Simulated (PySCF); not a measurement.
## H9NSi3: core ionisation energies

H9NSi3.
Atom-mapped SMILES: `[SiH3:1][N:2]([SiH3:3])[SiH3:4]`

The calculation used delta-SCF UKS SCAN, pcX-3 on the ionised atom, pcseg-2 elsewhere, spin-free X2C in PySCF 2.14.0. These are vertical core ionisation energies against the vacuum level, from separate self-consistent calculations with and without the core hole.

**Question.** List the computed XPS lines with their assignment.

**Answer.** 
```json
{"atom(s)": "Si1/Si3/Si4", "environment": "SiH3 silicon", "level": "Si 1s", "binding energy (eV)": "1846.94", "2p1/2 (eV)": "–", "count": "3"}
{"atom(s)": "N2", "environment": "nitrogen bridging silicon atoms", "level": "N 1s", "binding energy (eV)": "403.95", "2p1/2 (eV)": "–", "count": "1"}
{"atom(s)": "Si1/Si3/Si4", "environment": "SiH3 silicon", "level": "Si 2p3/2", "binding energy (eV)": "107.04", "2p1/2 (eV)": "107.66", "count": "3"}
```

**Question.** Which effective nuclear charge Zeff reproduces each element's mean 1s value in the hydrogen-like formula E = 13.606 eV × Zeff²?

**Answer.** N (Z = 7): mean 403.9 eV, Zeff = 5.45, Z − Zeff = 1.55; Si (Z = 14): mean 1846.9 eV, Zeff = 11.65, Z − Zeff = 2.35. Means run over the listed sites, weighted by atom count.

**Question.** Which photon energy gives electrons from N 1s of N2 (atom 2) a kinetic energy of 50 eV, and what is their de Broglie wavelength?

**Answer.** hν = 403.95 + 50 = 453.95 eV, recoil neglected; λ = 12.264 Å/√(E/eV) = 1.73 Å.

Topologically equivalent atoms share the value of their first member; where this conformer doesn't relate them by symmetry, their own values could differ. 2p3/2 and 2p1/2 are the ΔSCF energy of one spin-free 2p hole plus the eigenvalues of a spin–orbit and ligand-field matrix of the shell. 2p1/2 minus 2p3/2 (ligand field included): Si 0.63 eV. Geometry: PBE0-D3(BJ)/def2-TZVP; no solvent, vibrations or thermal averaging.
